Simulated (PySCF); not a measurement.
Fill in the blanks.

Compound: C₃H₄F₃O₃S (charge -1).
Atom-mapped SMILES: `[O:1]=[S:2](=[O:3])([O-:4])[CH2:5][CH2:6][C:7]([F:8])([F:9])[F:10]` (hydrogens: H11, H12 on C5; H13, H14 on C6)

Conformer (atom-mapped SMILES and torsion angles): `[O:1]=[S:2](=[O:3])([O-:4])[CH2:5][CH2:6][C:7]([F:8])([F:9])[F:10]`: O1–S2–C5–C6 -60°, S2–C5–C6–C7 -178°, C5–C6–C7–F8 -179°.

```csv
property,level,value
"rotational constants A, B, C",PBE0-D3(BJ)/def2-SVP,"2.586, 0.535, 0.534 GHz"
HOMO energy,PBE0/pcSseg-1,?
LUMO energy,PBE0/pcSseg-1,?
13C chemical shifts (computed TMS as zero) by class,GIAO PBE0/pcSseg-1,"135.6 (C7), 49.6 (C5), 33.2 (C6) ppm"
1H chemical shifts (computed TMS as zero) by class,GIAO PBE0/pcSseg-1,?
"isotropic shieldings of nuclei other than C and H, by class",GIAO PBE0/pcSseg-1,?
```

Gas-phase values; electronic properties from PySCF, density fitting. Geometry: PBE0-D3(BJ)/def2-SVP, one conformer, isolated ion. NMR classes are plain means over equivalent atoms (diastereotopic ones count apart unless rotation or inversion swaps them), as if these changed places fast; in this geometry the members of some classes differ. No diffuse functions stand in pcSseg-1, which bears on an anion's orbital energies.

(1) What is the LUMO energy?

(2) What is the HOMO energy?

(3) The isotropic shieldings of nuclei other than C and H, by class?

(4) The 1H chemical shifts (computed TMS as zero) by class?

Results:

(1) 5.54 eV.

(2) -2.37 eV.

(3) 105 (O1/O3/O4), 260 (F8/F9/F10), 176 (S2) ppm.

(4) 2.36 (H13/H14), 2.03 (H11/H12) ppm.

With B = h/(8π²I), that is 505.379 GHz u Å² over I, the principal moments of inertia are 195.5, 944.6 and 946.8 u Å² (most abundant isotopes); the inertial defect Ic − Ia − Ib is -193.3 u Å² (zero for a rigid planar frame, negative otherwise). The rotational constants are those of a nearly prolate symmetric top.
